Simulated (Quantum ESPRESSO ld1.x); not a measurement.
Results of a calculation; reference values are marked as such.
Problem. The aim is neutral fluorine in [He] 2s2 2p5. This ld1.x (Quantum ESPRESSO 7.5) run was made with `OMP_NUM_THREADS=1 ld1.x < ld1.in > ld1.out`. Can the result be used? Name any fault.

```
 &input
    zed=9.0,
    iswitch=1,
    rel=1,
    dft='HF',
    config='[He] 2s2 2p5',
    prefix='ld1',
    max_out_wfc=37,
    file_charge='ld1.rho',
 /
```

Output (excerpt):

```
     Program LD1 v.7.5 starts

 %%%%%%%%%%%%%%%%%%%%%%%%%%%%%%%%%%%%%%%%%%%%%%%%%%%%%%%%%%%%%%%%%%%%%%%%%%%%%%
     Error in routine ld1_setup (1):
     HF not implemented yet
 %%%%%%%%%%%%%%%%%%%%%%%%%%%%%%%%%%%%%%%%%%%%%%%%%%%%%%%%%%%%%%%%%%%%%%%%%%%%%%

     stopping ...
```

Solution. No (refused). The line at issue: dft='HF'. The program stops in ld1_setup with "HF not implemented yet": ld1.x has no Hartree-Fock; KLI and OEP are its exact-exchange options. The sound input gives -99.4481 hartree.
